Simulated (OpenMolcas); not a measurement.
# Co⁴⁺: effect of the basis set

| Item | Value |
| --- | --- |
| Program | OpenMolcas |
| Method | MS-CASPT2, IPEA 0.25 Eh, imaginary shift 0.1 Eh (closed shells correlated: 3s 3p) |
| Active space | 5 electrons in 5 orbitals (3d) |
| State averaging | 2S+1 = 6 even, 1 root; 2S+1 = 4 even, 24 roots; 2S+1 = 2 even, 75 roots |
| Spin-orbit coupling | state interaction with AMFI integrals over the reference wave functions, term energies averaged over their components |

A. ANO-RCC-VDZP [5s4p2d1f], DKH2, point nucleus; CASPT2 step of the order of 7 core-seconds
B. ANO-L-VTZP [6s5p3d2f1g], non-relativistic, point nucleus; CASPT2 step about 9 core-seconds
C. ANO-RCC-VTZP [6s5p3d2f1g], DKH2, point nucleus; CASPT2 step of the order of 11 core-seconds
D. ANO-R2 [7s5p4d2f1g], X2C, finite nucleus; CASPT2 step about 10 core-seconds
E. ANO-RCC-VQZP [7s6p4d3f2g1h], DKH2, point nucleus; CASPT2 step about 40 core-seconds
F. ANO-R3 [8s5p5d3f2g1h], X2C, finite nucleus; CASPT2 step roughly 27 core-seconds

Energies in cm⁻¹ above 3d⁵ ⁶S_5/2, the measured ground level; measured values from Sugar and Corliss, J. Phys. Chem. Ref. Data 10, 1097 (1981).

```csv
Level,A,B,C,D,E,F,Measured
3d⁵ ⁶S_5/2,0.0,0.0,0.0,0.0,0.0,0.0,0.0
3d⁵ ⁴G_5/2,39960,38620,38980,38620,38420,37990,
3d⁵ ⁴G_7/2,40020,38680,39030,38670,38470,38040,
3d⁵ ⁴G_11/2,40030,38690,39050,38690,38480,38060,37218
3d⁵ ⁴G_9/2,40050,38710,39060,38700,38490,38070,
3d⁵ ⁴P_5/2,43390,42480,43060,42490,42360,41870,40753
3d⁵ ⁴P_3/2,43510,42620,43200,42610,42490,42000,40891
3d⁵ ⁴P_1/2,43650,42780,43370,42760,42630,42150,41024
3d⁵ ⁴D_7/2,47870,46280,46750,46210,46110,45610,44709
3d⁵ ⁴D_1/2,48010,46440,46910,46360,46250,45750,44908
3d⁵ ⁴D_3/2,48110,46560,47040,46470,46370,45870,
3d⁵ ⁴D_5/2,48130,46590,47070,46490,46390,45890,
3d⁵ ²I_11/2,58420,56520,57010,56580,56140,55560,
3d⁵ ²I_13/2,58560,56650,57140,56700,56260,55690,
3d⁵ ²D_5/2(1) [71 %],60920,59540,60290,59560,59350,58670,57083
3d⁵ ²D_3/2(1),61730,60310,61070,60280,60090,59410,57823
3d⁵ ²F_7/2(1),63640,62250,63040,62170,61980,61300,59455
3d⁵ ⁴F_9/2,65180,63220,63890,63110,63040,62280,60830
3d⁵ ⁴F_7/2,65270,63320,64000,63200,63120,62380,60974
3d⁵ ⁴F_3/2,65520,63600,64290,63460,63380,62640,
3d⁵ ²H_9/2 [71 %],69440,67520,68240,67510,67210,66470,64742
3d⁵ ²H_11/2,70020,68210,68960,68170,67830,67100,65284
3d⁵ ²G_7/2(1),71140,68880,69520,68770,68560,67810,66229
3d⁵ ²G_9/2(1) [69 %],71630,69480,70160,69340,69100,68370,66760
```

Deviations, from unrounded energies. A percentage is the sum of absolute deviations over the sum of measured energies, with the sign that they share, or ± where signs differ.

| Against measurement | Levels | A | B | C | D | E | F |
| --- | --- | --- | --- | --- | --- | --- | --- |
| mean absolute deviation (cm-1) | 15 | 3800 | 2200 | 2900 | 2200 | 2000 | 1400 |
| other terms of the ground configuration (%) | 15 | +7.0 | +4.1 | +5.3 | +4.0 | +3.7 | +2.5 |

F lies closest to measurement on these levels and A furthest from it. The largest miss of F in the table is 3d⁵ ²F_7/2(1), by +1900 cm-1. The ranking rests on the paired levels alone, and a cruder setting can come out closer through cancelling errors.

Among A to F the level of the table that moves most is 3d⁵ ²G_7/2(1), by 3300 cm-1 (lowest in F, highest in A). Moves below CASPT2's spread within the term are not significant.

Term energies are means over components that CASPT2 splits; among the terms shown or strongly mixed into the levels shown the widest spread is 770 cm-1 (3d⁵ ⁴F, F). Blocks of more than 70 roots (2S+1 = 2 even) ran without multistate coupling. The basis is small and was not contracted for so high a charge (holds for A). Computed and measured levels are paired by configuration, term and J; levels that our copy of the source lacks, or whose pairing is in doubt (as where it misses far off the trend of its configuration), stay unpaired and out of the deviations. Only configurations of the active space appear. The table leaves out levels that lie high or whose names do not pair safely across all columns.

A share in square brackets marks a mixed level and gives the weight of the term that names it, the lowest over the columns. A number in round brackets counts repeated terms of one configuration in the order of the reference energies.
